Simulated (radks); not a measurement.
Excited configurations of Eu III: one electron is placed in a higher orbital outside [Xe] 4f6. The ground configuration is [Xe] 4f7. All-electron calculation, Dirac Kohn-Sham, BLYP, spin-unpolarised, spherical densities, point nucleus; open shells fill j = l - 1/2 first. Program: a radial shooting solver on a logarithmic mesh with Libxc functionals. Excitation = E - E(ground); binding = E(ion) - E, where the ion is the core of charge +3; n* = 3/sqrt(2 binding) in atomic units, and the quantum defect is n - n*.

outer orbital  excitation (eV)  binding (eV)     n*  quantum defect  eigenvalue (eV)  <r> (bohr)
5d3/2                    3.777        19.928  2.479           2.521          -15.272       2.391
6s1/2                    4.422        19.283  2.520           3.480          -16.050       3.362
6p1/2                    8.481        15.224  2.836           3.164          -12.516       3.912
6f5/2                   18.315         5.390  4.766           1.234           -4.383       9.579
7p1/2                   15.240         8.465  3.803           3.197           -7.142       7.209
7d3/2                   17.712         5.993  4.520           2.480           -5.003       9.572
7f5/2                   19.852         3.853  5.637           1.363           -3.217       14.46

Estimate the row for 7s1/2.

Answer. excitation (eV) 13.768; binding (eV) 9.937; n* 3.510; quantum defect 3.490; eigenvalue (eV) -8.466; <r> (bohr) 6.388. The Delta-SCF ionisation energy is 23.705 eV (NIST Atomic Spectra Database: 24.84 eV, semi-empirical). Self-interaction in the functional shifts the binding energies and quantum defects, so they are the method's values and not measured ones. Spin polarisation and multiplet splitting are left out, so open shells lie too high by an amount that depends on their filling.

Beside tabulated values, note that spin-unpolarised runs miss the spin-polarisation part of the exchange energy of open shells.
